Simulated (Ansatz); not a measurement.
`CC1=CC1F` + `[SnH4]` → `CC1=C[CH]1[SnH3]` + H–F  (formal exchange of groups at a C–F bond)

Isolated molecules relaxed with PBE0-D4/def2-TZVP in Ansatz; ΔE leaves out vibrations. CCSD(T)/CBS adds triple-zeta CCSD(T) − MP2 to the extrapolated MP2 energy (def2 sets, frozen cores). This one scheme is used for every species. DFT in def2-TZVPP. def2 core potentials past Kr. For Sn outer-core shells are correlated without core-valence functions, which leaves a few kJ/mol of doubt a bond.

```
          level  ΔE (kJ/mol)
         r2SCAN         -2.6
  HF/def2-TZVPP         13.8
CCSD/def2-TZVPP        -18.3
   HF/CBS(def2)         13.2
```

What does CCSD(T)/CBS give? (Estimate.)

Computed: -31.4 kJ/mol. The listed levels differ from it by 28.8, 45.2, 13.1, 44.6 kJ/mol.

Largest T1 diagnostic among the species: 0.013.

The D4 term adds −11.4 kJ/mol with B3LYP and −6.5 kJ/mol with PBE0; it sums over pairs of atoms, weighted by their polarisabilities, and B3LYP, whose exchange is more repulsive, gets the larger term. In def2-TZVPP, CCSD(T) changes the Hartree–Fock value by −36.6 kJ/mol (the triples alone add −4.6 kJ/mol) and MP2 by −51.6 kJ/mol.

B3LYP here is the variant with VWN-RPA as its local correlation; programs differ in this.
